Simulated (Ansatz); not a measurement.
Ansatz (an electronic-structure program) input (B97M-V/def2-TZVPD):

Ansatz 0.2 input:
```yaml
crystal:
  periodic: [false, false, false]
  atoms:
    - {symbol: F, position_ang: [-1.44582293, 1.03375648, -0.91363369]}
    - {symbol: C, position_ang: [-1.00411506, -0.01607050, -0.20790276]}
    - {symbol: F, position_ang: [-1.43375910, -1.13642610, -0.80414766]}
    - {symbol: F, position_ang: [-1.59246985, 0.04201910, 1.00835145]}
    - {symbol: C, position_ang: [0.49553657, -0.00279148, -0.10993266]}
    - {symbol: Cl, position_ang: [1.28166522, -1.44451023, 0.31773251]}
    - {symbol: Cl, position_ang: [1.26538995, 1.48327650, 0.17002524]}
basis:
  gaussian:
    orbitals: def2-TZVPD
hamiltonian:
  xc: {name: B97M-V}
magnetization: {spin_polarized: true, initial_magnetization: 1}
output: {forces: true}
```

End of the output:

```
integrals: 0.34 GiB planned
1499 factors; their error is unknown
mean field: 2.66 GiB planned
mean field evaluation 1: about -35260.6354 eV, gradient 3.2e1 eV
mean field evaluation 2: about -35255.2193 eV, gradient 4.8e1 eV
mean field evaluation 4: about -35264.2785 eV, gradient 3.7e0 eV
mean field evaluation 8: about -35264.3357 eV, gradient 1.2e-1 eV
mean field evaluation 16: about -35264.3135 eV, gradient 5.8e-4 eV
mean field -35264.31350979 eV, -1295.9396184746 hartree, gradient 5.1e-5 eV, S^2 0.755128; 0 other end points of the search recorded, 0 dependent functions left out
the calculation of the forces begins
reference -35264.31361589 eV, -1295.9396223735 hartree; 37, 36 occupied and 249, 250 virtual orbitals, 1499 factors
Total energy: -35264.31361589 eV, -1295.9396223735 hartree
Atom 0 at    -1.445823     1.033756    -0.913634 Å, force     0.155859    -0.350084     0.258248 eV/Å
Atom 1 at    -1.004115    -0.016071    -0.207903 Å, force    -0.013626     0.000042     0.002336 eV/Å
Atom 2 at    -1.433759    -1.136426    -0.804148 Å, force     0.151823     0.376004     0.221616 eV/Å
Atom 3 at    -1.592470     0.042019     1.008351 Å, force     0.149493    -0.018962    -0.392320 eV/Å
Atom 4 at     0.495537    -0.002791    -0.109933 Å, force    -0.072087     0.000274     0.013365 eV/Å
Atom 5 at     1.281665    -1.444510     0.317733 Å, force    -0.187450     0.305545    -0.067221 eV/Å
Atom 6 at     1.265390     1.483277     0.170025 Å, force    -0.184013    -0.312819    -0.036025 eV/Å
Dipole moment:     0.248949     0.002506     0.022235 e Å
```

It need not be the lowest isomer of its formula.
